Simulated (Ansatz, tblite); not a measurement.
Isomers of Al₆Si₄ (singlet), found by a short tight-binding search and relaxed with r2SCAN-D4/def2-SVP in Ansatz.

The xTB rows come from tblite.

A: The restricted singlet is unstable towards broken spin symmetry in Hartree–Fock (as tested in another run); at PBE-D4/def2-TZVP, r2SCAN-D4/def2-TZVP, PBE0-D4/def2-TZVP this wasn't settled.

Other spin states weren't relaxed.

A:

Cartesian coordinates in Å:
```
Al -1.8156 -0.9546 0.8734
Al -1.8013 1.1219 -0.8152
Al 2.1652 0.6671 1.3158
Al -1.8896 -1.2502 -1.9090
Al 2.6291 1.6358 -1.1112
Al 0.5351 -0.2569 -0.7749
Si -0.3460 0.8472 1.5647
Si 0.2625 2.2718 -0.2663
Si -0.4614 -2.6359 -0.3523
Si 0.7219 -1.4462 1.4752
```

B:

```csv
atom,x (Å),y (Å),z (Å)
Al1,-1.1494,-0.4187,1.4602
Al2,-2.4651,-0.7569,-0.6793
Al3,0.0293,0.2005,-1.1994
Al4,-1.0732,-1.9761,-2.4277
Al5,0.0518,-2.3151,-0.1529
Al6,0.2890,1.8149,0.9598
Si7,-1.9062,1.6961,-0.0860
Si8,1.3220,-0.6069,1.0287
Si9,2.6183,1.2780,1.7340
Si10,2.2835,1.0842,-0.6373
```

Question: Estimate which lies lowest at each level, and how far above it the others are (kJ/mol).

Answer: 
```tsv
level	A	B
GFN2-xTB	0.0	16.3
PBE-D4/def2-TZVP	0.0	39.7
r2SCAN-D4/def2-TZVP	0.0	34.6
PBE0-D4/def2-TZVP	0.0	31.8
```
Point groups (tolerance 0.1 Å): A not assigned, B not assigned. Lower isomers may exist.
